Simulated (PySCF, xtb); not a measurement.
C3H7Br, SMILES C(Br)(C)C.

xtb 6.7.1 with GFN2-xTB at its own geometry gives an orbital gap of 4.97 eV and a dipole moment of 4.05 D.

Coordinates come from a B3LYP-D3(BJ)/def2-SVP optimisation.

Problem. What does PBE/def2-TZVP in PySCF give? (Estimate from the structure and the level; the computed values follow.)

Solution. gap 5.41 eV (levels -6.49 and -1.08 eV), dipole 2.27 D.
